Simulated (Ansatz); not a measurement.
C$_{3}$H$_{6}$F$_{2}$Si (`FC[Si]1(F)CC1`). Total charge 0; spin multiplicity 1.

```xyz
12

F     1.033    2.025    0.415
C     1.662    0.881   -0.059
Si    0.382   -0.489   -0.225
F     1.127   -1.793   -0.769
C    -1.359   -0.176   -0.629
C    -1.065   -0.630    0.861
H     2.129    1.113   -1.021
H     2.457    0.605    0.641
H    -1.724    0.840   -0.746
H    -1.924   -0.890   -1.221
H    -1.256    0.118    1.625
H    -1.462   -1.605    1.127
```

Task: List the harmonic frequencies (cm⁻¹, unscaled) at PBE0-D4/def2-TZVP in Ansatz. (An estimate is asked.)

Result: The calculation gave: 73, 107, 174, 229, 259, 326, 558, 571, 696, 727, 762, 799, 843, 917, 963, 1025, 1037, 1075, 1185, 1239, 1319, 1403, 1419, 1465, 3048, 3100, 3131, 3133, 3203, 3217.

Task: Is this a minimum?

Result: Yes, all 30 modes are real.

Task: Give the ideal-gas thermochemistry at 298.15 K and 1 bar (rigid rotor, harmonic oscillator; point group Cs, symmetry number 1).

Result: Zero-point energy 227.3 kJ/mol; H(298) − E = 249.2 kJ/mol; entropy 355.3 J/(mol·K), of which translation 167.3, rotation 114.9, vibration 73.1; G(298) − E = 143.2 kJ/mol. Modes under 100 cm⁻¹ are hindered rotations or soft bends, so the harmonic entropy is rough.

Task: Rotational constants (cm⁻¹)?

Result: 0.1248, 0.07933, 0.05591.
